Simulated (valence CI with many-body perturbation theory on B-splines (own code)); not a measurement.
Ru XXX: electric-dipole lines

Calculated by relativistic CI+MBPT: five valence electrons over a frozen Dirac-Fock core [Ne], radial functions for each j: 11 s, 11 p, 10 d, 8 f, 5 g, 2 h, with the one-electron correlation potential Σ1 (screened to all orders), the two-electron term Σ2, the three-electron term Σ3, Breit, model QED; selected single and double excitations, second order for the rest, scaled by the run's own slope (own B-spline code, finite nucleus).

The last digits are not significant, and no measured levels were compared; by estimate large intervals hold to a few tenths of a per cent, small ones and those within an open d or f shell to about a per cent. Among the levels kept, up to 3600 cm⁻¹ of a level comes from second order outside the variational space, and about a tenth of that is noise between levels of different J, which matters for small intervals.

Lines 201 to 250 of 581 in falling wavelength, among levels below 345.67 eV, chosen from the strongest by gf and those to the six lowest levels. Wavelengths and rates use the calculated energies. Electric multipoles are in the length gauge, E1 and E2 with the static RPA response of the core. Weak lines are less certain than strong ones. Lines between different terms over intervals too small for the method are left out, as are lines whose strength nearly cancels. Where a level lies close to another of its J and parity, the split of strength between their lines is uncertain. The highest levels of a list are the least certain.

Names give the largest LS component (configuration and term), which can be under half, so a name can repeat, a term be missing and a line seem to break the LS rules; names also repeat where a configuration has a term twice. Letters in brackets count levels of one name in rising energy.

```
λ vac (Å)                 Upper                Lower   A (s⁻¹)  S (a.u.)
    93.60      3s²3p3d² ²G°_7/2  3s²3p²3d ²F_7/2 [b]  1.84e+10  5.96e-02
    93.58   3s3p³3d ²P°_3/2 [b]  3s²3p²3d ²D_3/2 [a]  3.84e+10  6.21e-02
    93.51   3s²3p²3d ²D_3/2 [a]       3s²3p³ ²P°_1/2  3.15e+10  5.08e-02
    93.41   3s3p³3d ²P°_3/2 [b]  3s²3p²3d ²P_1/2 [a]  6.76e+10  1.09e-01
    93.40   3s3p³3d ²F°_5/2 [g]  3s²3p²3d ²D_5/2 [c]  3.72e+10  8.97e-02
    93.22   3s3p³3d ²F°_5/2 [c]      3s²3p²3d ⁴D_7/2  1.28e+10  3.06e-02
    93.12   3s3p³3d ⁴D°_5/2 [b]         3s3p⁴ ²D_3/2  1.32e+10  3.15e-02
    93.03   3s3p³3d ²D°_5/2 [a]  3s²3p²3d ⁴P_5/2 [b]  2.22e+10  5.30e-02
    92.97   3s3p³3d ²D°_5/2 [c]  3s²3p²3d ²F_7/2 [b]  1.08e+10  2.56e-02
    92.88   3s3p³3d ²F°_5/2 [b]      3s²3p²3d ⁴F_7/2  1.84e+10  4.36e-02
    92.79  3s²3p3d² ⁴D°_3/2 [a]      3s²3p²3d ⁴D_3/2  2.41e+10  3.80e-02
    92.76   3s3p³3d ⁴S°_3/2 [b]         3s3p⁴ ²D_5/2  5.21e+10  8.21e-02
    92.66  3s²3p3d² ²D°_5/2 [b]  3s²3p²3d ²D_5/2 [d]  2.07e+10  4.88e-02
    92.64      3s²3p3d² ⁴G°_5/2         3s3p⁴ ²D_5/2  1.05e+10  2.47e-02
    92.63   3s3p³3d ⁴D°_7/2 [a]         3s3p⁴ ⁴P_5/2  9.07e+09  2.85e-02
    92.57  3s²3p3d² ²F°_7/2 [e]  3s²3p²3d ²D_5/2 [d]  2.75e+11  8.62e-01
    92.28   3s3p³3d ²S°_1/2 [b]  3s²3p²3d ²D_3/2 [b]  8.36e+10  6.48e-02
    92.24  3s²3p3d² ²F°_5/2 [b]  3s²3p²3d ²D_3/2 [c]  1.27e+11  2.95e-01
    92.19  3s²3p3d² ²D°_3/2 [b]  3s²3p²3d ²D_5/2 [d]  2.88e+10  4.46e-02
    92.12   3s3p³3d ⁴D°_7/2 [d]      3s²3p²3d ⁴D_7/2  3.10e+10  9.58e-02
    92.07   3s3p³3d ⁴P°_3/2 [b]         3s3p⁴ ²D_3/2  1.40e+10  2.16e-02
    91.99   3s3p³3d ⁴D°_3/2 [d]  3s²3p²3d ⁴P_5/2 [a]  2.71e+10  4.17e-02
    91.97   3s3p³3d ²F°_5/2 [e]      3s²3p²3d ²G_7/2  1.06e+11  2.43e-01
    91.91  3s²3p3d² ⁴D°_3/2 [d]  3s²3p²3d ²D_5/2 [b]  2.48e+10  3.80e-02
    91.91   3s3p³3d ⁴D°_1/2 [f]      3s²3p²3d ⁴D_3/2  6.24e+10  4.78e-02
    91.88  3s²3p3d² ⁴D°_3/2 [d]  3s²3p²3d ²D_3/2 [b]  8.27e+10  1.27e-01
    91.84   3s3p³3d ⁴F°_3/2 [b]         3s3p⁴ ²D_3/2  1.70e+10  2.60e-02
    91.68   3s3p³3d ²F°_5/2 [c]      3s²3p²3d ⁴F_7/2  8.32e+10  1.90e-01
    91.54   3s3p³3d ²F°_7/2 [e]      3s²3p²3d ²G_9/2  6.37e+10  1.93e-01
    91.51   3s3p³3d ²F°_5/2 [d]      3s²3p²3d ⁴D_3/2  2.36e+10  5.35e-02
    91.41   3s²3p²3d ²P_3/2 [c]       3s²3p³ ²P°_3/2  3.75e+10  5.66e-02
    91.32   3s3p³3d ²P°_1/2 [d]      3s²3p²3d ²S_1/2  1.81e+11  1.36e-01
    91.20          3s3p⁴ ²D_5/2       3s²3p³ ⁴S°_3/2  3.16e+08  7.10e-04
    91.15   3s3p³3d ⁴D°_3/2 [a]         3s3p⁴ ⁴P_5/2  2.66e+09  3.98e-03
    91.10  3s²3p3d² ²F°_7/2 [d]  3s²3p²3d ²D_5/2 [c]  2.47e+10  7.38e-02
    91.08  3s²3p3d² ⁴F°_3/2 [a]      3s²3p²3d ²F_5/2  1.86e+10  2.78e-02
    91.02   3s3p³3d ²S°_1/2 [b]  3s²3p²3d ²P_1/2 [c]  2.94e+10  2.19e-02
    90.89   3s3p³3d ²F°_5/2 [g]  3s²3p²3d ²F_7/2 [b]  1.76e+10  3.92e-02
    90.82   3s²3p²3d ²P_3/2 [b]       3s²3p³ ²D°_5/2  1.30e+11  1.92e-01
    90.78     3s²3p3d² ²H°_11/2      3s²3p²3d ²G_9/2  5.40e+10  2.39e-01
    90.78  3s²3p3d² ⁴D°_1/2 [c]  3s²3p²3d ²D_3/2 [b]  3.23e+10  2.38e-02
    90.66      3s²3p3d² ⁴G°_9/2      3s²3p²3d ⁴F_7/2  6.42e+10  2.36e-01
    90.63  3s²3p3d² ²D°_3/2 [b]  3s²3p²3d ²D_3/2 [c]  1.37e+11  2.02e-01
    90.63  3s²3p3d² ⁴D°_3/2 [d]  3s²3p²3d ²P_1/2 [c]  7.03e+10  1.03e-01
    90.60      3s²3p3d² ²G°_7/2  3s²3p²3d ²D_5/2 [b]  3.22e+10  9.44e-02
    90.55      3s²3p3d² ⁴G°_7/2         3s3p⁴ ²D_5/2  3.92e+10  1.15e-01
    90.53   3s3p³3d ²F°_5/2 [f]      3s²3p²3d ²G_7/2  2.34e+10  5.13e-02
    90.49   3s3p³3d ²F°_5/2 [a]     3s3p⁴ ⁴P_3/2 [a]  3.35e+10  7.34e-02
    90.49   3s3p³3d ⁴D°_1/2 [f]  3s²3p²3d ⁴D_1/2 [b]  3.16e+10  2.31e-02
    90.43          3s3p⁴ ²P_3/2       3s²3p³ ²D°_3/2  1.44e+10  2.11e-02
```
